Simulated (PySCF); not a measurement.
ClTl, charge -1, doublet, at a GFN2-xTB geometry (such geometries of metal compounds can be far from the true shape) (a state made from the parent by changing its charge; the spin is typed, not shown lowest) (core potentials on Tl) (a gas-phase anion, which may not be bound at this level); CASSCF(3,4)/def2-SVP (PySCF).

Input for PySCF:
```python
from pyscf import gto, scf, mcscf
import numpy

mol = gto.M(
    atom='''
Tl   -0.000000   -0.000000   -0.476410
Cl    0.000000    0.000000    2.269956
''',
    basis='def2-svp',
    ecp={'Tl': 'def2-svp'},
    charge=-1,
    spin=1,
    verbose=4,
)

mf = scf.ROHF(mol)
mf.kernel()
mc = mcscf.CASSCF(mf, 4, 3)
mc.fix_spin_(ss=0.75)
mc = mc.newton()
mc.kernel()
occ = numpy.linalg.eigvalsh(mc.fcisolver.make_rdm1(mc.ci, mc.ncas, mc.nelecas))[::-1]
ss = mc.fcisolver.spin_square(mc.ci, mc.ncas, mc.nelecas)[0]
print('natural occupations', occ.round(4), ' <S^2>', round(ss, 4))
```

It wrote (shortened):

```
PySCF version 2.14.0

[INPUT] verbose = 4
[INPUT] num. atoms = 2
[INPUT] num. electrons = 39
[INPUT] charge = -1
[INPUT] spin (= nelec alpha-beta = 2S) = 1
[INPUT] symmetry False subgroup None
[INPUT] Mole.unit = angstrom
[INPUT] Symbol           X                Y                Z      unit          X                Y                Z       unit  Magmom
[...]
nuclear repulsion = 68.7877232307857
number of shells = 18
number of NR pGTOs = 97
number of NR cGTOs = 44
basis = def2-svp
ecp = {'Tl': 'def2-svp'}

******** <class 'pyscf.scf.rohf.ROHF'> ********
method = ROHF
initial guess = minao
damping factor = 0
level_shift factor = 0
DIIS = <class 'pyscf.scf.diis.CDIIS'>
diis_start_cycle = 1
diis_space = 8
diis_damp = 0
SCF conv_tol = 1e-09
SCF conv_tol_grad = None
SCF max_cycles = 50
direct_scf = True
direct_scf_tol = 1e-13
num. doubly occ = 19  num. singly occ = 1
Set gradient conv threshold to 3.16228e-05
init E= -608.514006467238

WARN: HOMO -0.415013146366035 >= LUMO -0.415013146366075

cycle= 1 E= -630.599616726602  delta_E= -22.1  |g|= 1.02  |ddm|= 8.37
[...]
cycle= 2 E= -630.896236599611  delta_E= -0.297  |g|= 0.436  |ddm|= 2.43
[...]
cycle= 3 E= -630.934707118765  delta_E= -0.0385  |g|= 0.0239  |ddm|= 0.446
[...]
cycle= 4 E= -630.935035763228  delta_E= -0.000329  |g|= 0.00735  |ddm|= 0.0702
[...]
cycle= 5 E= -630.935074718605  delta_E= -3.9e-05  |g|= 0.00258  |ddm|= 0.0212
[...]
cycle= 6 E= -630.935081648478  delta_E= -6.93e-06  |g|= 0.000239  |ddm|= 0.0133
[...]
cycle= 7 E= -630.935081700233  delta_E= -5.18e-08  |g|= 5.38e-05  |ddm|= 0.000819
[...]
cycle= 8 E= -630.935081702442  delta_E= -2.21e-09  |g|= 1.2e-05  |ddm|= 0.000151
[...]
cycle= 9 E= -630.935081702565  delta_E= -1.23e-10  |g|= 2.61e-06  |ddm|= 2.95e-05
[...]
Extra cycle  E= -630.935081702572  delta_E= -7.28e-12  |g|= 1.16e-06  |ddm|= 4.88e-06
converged SCF energy = -630.935081702572

******** <class 'pyscf.mcscf.newton_casscf.CASSCF'> ********
CAS (2e+1e, 4o), ncore = 18, nvir = 22
max_cycle_macro = 50
max_cycle_micro = 10
conv_tol = 1e-07
conv_tol_grad = None
orbital rotation max_stepsize = 0.03
augmented hessian ah_max_cycle = 30
augmented hessian ah_conv_tol = 1e-12
augmented hessian ah_linear dependence = 1e-14
augmented hessian ah_level shift = 1e-08
augmented hessian ah_start_tol = 500
augmented hessian ah_start_cycle = 3
augmented hessian ah_grad_trust_region = 3
kf_trust_region = 3
kf_interval = 5
natorb = False
canonicalization = True
internal_rotation = False
******** <class 'pyscf.fci.addons.SpinPenaltyFCISolver'> ********
max. cycles = 50
conv_tol = 1e-08
davidson only = True
linear dependence = 1e-12
level shift = 0.001
max iter space = 12
nroots = 1
pspace_size = 400
spin = None

WARN: SO-CASSCF (Second order CASSCF) is an experimental feature. Its performance is bad for large systems.

CASCI E = -630.936678009712  dE = -630.93668  S^2 = 0.7500000
Set conv_tol_grad to 0.000316228
macro 1 (21 JK  16 micro), CASSCF E = -630.940364041825  dE = -0.003686  |grad|=0.0337  S^2 = 0.7500000
macro 2 (23 JK  18 micro), CASSCF E = -630.941709982298  dE = -0.001346  |grad|=0.0131  S^2 = 0.7500000
macro 3 (11 JK  7 micro), CASSCF E = -630.943989795465  dE = -0.00228  |grad|=0.0164  S^2 = 0.7500000
macro 4 (11 JK  7 micro), CASSCF E = -630.947085532902  dE = -0.003096  |grad|=0.0179  S^2 = 0.7500000
macro 5 (11 JK  7 micro), CASSCF E = -630.949753007579  dE = -0.002667  |grad|=0.0111  S^2 = 0.7500000
macro 6 (8 JK  4 micro), CASSCF E = -630.950474341305  dE = -0.0007213  |grad|=0.0039  S^2 = 0.7500000
macro 7 (7 JK  3 micro), CASSCF E = -630.95062911975  dE = -0.0001548  |grad|=0.00137  S^2 = 0.7500000
macro 8 (6 JK  2 micro), CASSCF E = -630.950653870611  dE = -2.475e-05  |grad|=0.000594  S^2 = 0.7500000
macro 9 (9 JK  4 micro), CASSCF E = -630.950658347371  dE = -4.477e-06  |grad|=3.47e-05  S^2 = 0.7500000
macro 10 (4 JK  1 micro), CASSCF E = -630.950658350862  dE = -3.491e-09  |grad|=4.91e-05  S^2 = 0.7500000
newton CASSCF converged in 10 macro (22 KF 89 Hx) steps
CASSCF canonicalization
Density matrix diagonal elements [1.95597172 1.         0.03129057 0.01273771]
CASSCF energy = -630.950658350862
CASCI E = -630.950658350862  E(CI) = -1.31162515234064  S^2 = 0.7500000
natural occupations [1.956  1.     0.0313 0.0127]  <S^2> 0.75
```
